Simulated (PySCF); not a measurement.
NICS in one family of compounds.

NICS = −σ at a ghost point: NICS(0) at the centroid of the ring atoms, NICS(1) 1 Å to either side along the normal of their mean plane, zz for the tensor component along that normal. Level: GIAO PBE0/pcSseg-1 (PySCF, non-relativistic, gas phase) on the GFN2-xTB geometries, one conformer each. Atom numbers follow the mapped SMILES.

Question: Order these rings by mean NICS(1)zz, lowest (most negative) first (ppm).
A. ring C2–C3–P4–C5–C6–N7 in `[CH3:1][c:2]1[cH:3][p:4][cH:5][cH:6][n:7]1`
B. ring C2–C3–P4–C5–C8–N9 in `[CH3:1][c:2]1[cH:3][p:4][c:5]([CH:6]=[O:7])[cH:8][n:9]1`
C. ring C2–C3–P4–C5–C9–N10 in `[CH3:1][c:2]1[cH:3][p:4][c:5]([CH:6]([CH3:7])[CH3:8])[cH:9][n:10]1`

Answer: A (-25.4), C (-24.3), B (-23.1).

| SMILES | ring | NICS(0) | NICS(1) | NICS(1)zz | HOMA | rms pucker (Å) | ring atoms with four or more neighbours |
| --- | --- | --- | --- | --- | --- | --- | --- |
| Cc1cpccn1 | 6-membered ring with N and P; formal bonds all aromatic | -5.8 | -10.3 | -25.4 | 0.94 | 0.00 | 0 |
| Cc1cpc(C(C)C)cn1 | 6-membered ring with N and P; formal bonds all aromatic | -6.0 | -10.2 | -24.3 | 0.92 | 0.00 | 0 |
| Cc1cpc(C=O)cn1 | 6-membered ring with N and P; formal bonds all aromatic | -5.3 | -9.9 | -23.1 | 0.90 | 0.00 | 0 |

NICS(0) gives another order. The isotropic NICS(1) gives the same order. HOMA uses Krygowski's 1993 parameters. NICS(1) and NICS(1)zz are means over the two faces.
